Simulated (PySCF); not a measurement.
# Hartree-Fock beside MP2: BCH3Si

All numbers below are calculated, not measured. The program is PySCF 2.14.0, an open-source quantum chemistry code, run on an isolated molecule that a program drew, which may never have been made. The molecule is BCH3Si (charge 0, singlet), drawn as the SMILES string `C=B[SiH]`.

The geometry was optimised and harmonic frequencies were computed with HF and MP2, all in the cc-pV(D+d)Z basis, for the commonest isotopes, with a restricted reference for singlets and an unrestricted one otherwise, and a frozen core in MP2. Each result is a local minimum of its method.

Geometry at the HF minimum:
```xyz
6
BCH3Si, angstrom
C    -0.1961   -1.0158   -1.6113
B    -0.7453    0.0675   -0.9193
Si   -1.5884    1.5296    0.1139
H     0.5831   -0.8970   -2.3575
H    -0.5251   -2.0355   -1.4341
H    -0.7248    2.5599   -0.5856
```

Lengths of the bonds as drawn, in Å (atoms numbered as above):
| bond | HF | MP2 |
|---|---|---|
| C1-B2 | 1.398 | 1.424 |
| B2-Si3 | 1.979 | 1.950 |
| C1-H4 | 1.085 | 1.097 |
| C1-H5 | 1.086 | 1.098 |
| Si3-H6 | 1.515 | 1.527 |

Rotational constants, in GHz:
```
constant     HF    MP2
       A  128.5  126.1
       B  4.207  4.243
       C  4.074  4.105
```

Harmonic frequencies in cm^-1, each column in rising order, so a row needn't be the same motion in every method:
| rank | HF | MP2 |
|---|---|---|
| 1 | 188 | 155 |
| 2 | 205 | 156 |
| 3 | 512 | ? |
| 4 | 524 | 546 |
| 5 | 592 | 571 |
| 6 | 829 | 746 |
| 7 | 907 | 768 |
| 8 | 1385 | 1284 |
| 9 | 1637 | 1500 |
| 10 | 2149 | 2083 |
| 11 | 3294 | 3180 |
| 12 | 3377 | 3277 |

**Estimate the missing MP2 frequency from the HF column.**

A single factor s that minimises the squared misfit of MP2 against s times HF over the other rows is sum(HF x MP2) / sum(HF^2) = 0.9575, with an rms misfit of 49 cm^-1. For rank 3 it gives 0.9575 x 512 = 490 cm^-1. The calculation gives 415 cm^-1, 75 cm^-1 below the estimate. The drawn bonds are on average 0.7 % longer in MP2 than in HF.
